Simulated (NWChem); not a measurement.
Molecule: chlorobenzene (C6H5Cl); SMILES c1cccc(c1)Cl

Computed with NWChem. Pople sets run with spherical d functions. All runs use the structure optimised with PBE0/def2-SVP.

Problem. Order these by “orbital gap (eV)”, lowest first: B3LYP/def2-SVP; B3LYP/3-21G; B3LYP/6-31G*; B3LYP/STO-3G.

Solution. B3LYP/def2-SVP (6.21), B3LYP/6-31G* (6.36), B3LYP/3-21G (6.51), B3LYP/STO-3G (7.23)
